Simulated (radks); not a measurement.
Spherical quantum dot in the effective-mass picture: electrons in a hard-walled sphere of radius 3.1, all in effective atomic units (hartree* = m*/eps^2 hartree, bohr* = eps/m* bohr), one dielectric constant everywhere. Method: non-relativistic Kohn-Sham, LDA (Slater exchange, Perdew-Wang correlation), spin-polarised, spherical densities; computed with a radial shooting solver with Libxc functionals. Levels are named by radial order and angular momentum (1s, 1p, 1d, 2s, ...), and open shells are averaged over m. Each electron was tried in the lowest free levels, single moves between levels near the top were tried too, and the lowest total energy was kept; such a search can miss a lower state. At N = 1 the Hartree and exchange-correlation terms need not cancel, so that row can carry a self-interaction error.

\begin{tabular}{lrrrrrrr}
N & open shells & 2S & E (hartree*) & mu = E(N) - E(N-1) (hartree*) & addition energy mu(N+1) - mu(N) (hartree*) & e(HOMO) (hartree*) & rms radius (bohr*) \\ \hline
1 & 1s(up 1, down 0) & 1 & 0.530004 & 0.53000 & 0.5112 & 0.72954 & 1.662 \\
2 & none & 0 & 1.57116 & 1.0412 & 0.8835 & 1.2466 & 1.724 \\
3 & 1p(up 1, down 0) & 1 & 3.49578 & 1.9246 & 0.4045 & 2.1244 & 1.830 \\
4 & 1p(up 2, down 0) & 2 & 5.82493 & 2.3291 & 0.4140 & 2.5353 & 1.889 \\
5 & 1p(up 3, down 0) & 3 & 8.56809 & 2.7432 & 0.5259 & 2.9515 & 1.930 \\
6 & 1p(up 3, down 1) & 2 & 11.8372 & 3.2691 & 0.3968 & 3.4656 & 1.963 \\
7 & 1p(up 3, down 2) & 1 & 15.5030 & 3.6659 & 0.4043 & 3.8672 & 1.989 \\
8 & none & 0 & 19.5732 & 4.0701 & 0.9658 & 4.2735 & 2.012 \\
9 & 1d(up 1, down 0) & 1 & 24.6091 & 5.0359 & 0.3920 & 5.2315 & 2.041 \\
10 & 1d(up 2, down 0) & 2 & 30.0370 & 5.4279 & 0.3939 & 5.6246 & 2.065 \\
11 & 1d(up 3, down 0) & 3 & 35.8588 & 5.8218 & 0.3949 & 6.0191 & 2.085 \\
12 & 1d(up 4, down 0) & 4 & 42.0754 & 6.2167 & 0.3954 & 6.4143 & 2.103 \\
13 & 1d(up 5, down 0) & 5 & 48.6876 & 6.6121 & 0.5007 & 6.8099 & 2.119 \\
14 & 1d(up 5, down 1) & 4 & 55.8003 & 7.1128 & 0.3861 & 7.3055 & 2.134 \\
15 & 1d(up 5, down 2) & 3 & 63.2993 & 7.4989 & 0.3880 & 7.6927 & 2.147 \\
16 & 1d(up 5, down 3) & 2 & 71.1861 & 7.8869 & 0.3891 & 8.0813 & 2.159 \\
17 & 1d(up 5, down 4) & 1 & 79.4621 & 8.2759 & 0.3897 & 8.4707 & 2.170 \\
18 & none & 0 & 88.1277 & 8.6657 & 1.061 & 8.8607 & 2.180 \\
19 & 1f(up 1, down 0) & 1 & 97.8541 & 9.7264 & 0.3821 & 9.9173 & 2.192 \\
20 & 1f(up 2, down 0) & 2 & 107.963 & 10.108 & 0.3826 & 10.300 & 2.203 \\
21 & 1f(up 3, down 0) & 3 & 118.454 & 10.491 & 0.3829 & 10.682 & 2.214 \\
22 & 1f(up 4, down 0) & 4 & 129.327 & 10.874 & 0.3831 & 11.065 & 2.223 \\
23 & 1f(up 5, down 0) & 5 & 140.584 & 11.257 & 0.3832 & 11.449 & 2.232 \\
24 & 1f(up 6, down 0) & 6 & 152.225 & 11.640 & 0.3832 & 11.832 & 2.241 \\
25 & 1f(up 7, down 0) & 7 & 164.248 & 12.023 & 0.4836 & 12.215 & 2.248 \\
26 & 1f(up 7, down 1) & 6 & 176.755 & 12.507 & 0.3781 & 12.696 & 2.256 \\
27 & 1f(up 7, down 2) & 5 & 189.640 & 12.885 & 0.3786 & 13.074 & 2.263 \\
28 & 1f(up 7, down 3) & 4 & 202.904 & 13.264 & 0.3790 & 13.453 & 2.270 \\
29 & 1f(up 7, down 4) & 3 & 216.547 & 13.643 & 0.3793 & 13.832 & 2.276 \\
30 & 1f(up 7, down 5) & 2 & 230.569 & 14.022 & 0.3795 & 14.212 & 2.282 \\
31 & 1f(up 7, down 6) & 1 & 244.970 & 14.402 & 0.3796 & 14.591 & 2.288 \\
32 & none & 0 & 259.751 & 14.781 & 0.8961 & 14.971 & 2.294 \\
33 & 2s(up 1, down 0) & 1 & 275.428 & 15.677 & - & 15.926 & 2.285 \\
\end{tabular}

All shells are closed at N = 2, 8, 18, 32 (there: 1s2 1p6 1d10 1f14); the second difference of the energy has clear peaks (12 % above both neighbours; the first and last values, which can be the largest, are not judged, and half-filled shells can peak too) at N = 2, 5, 8, 13, 18, 25.
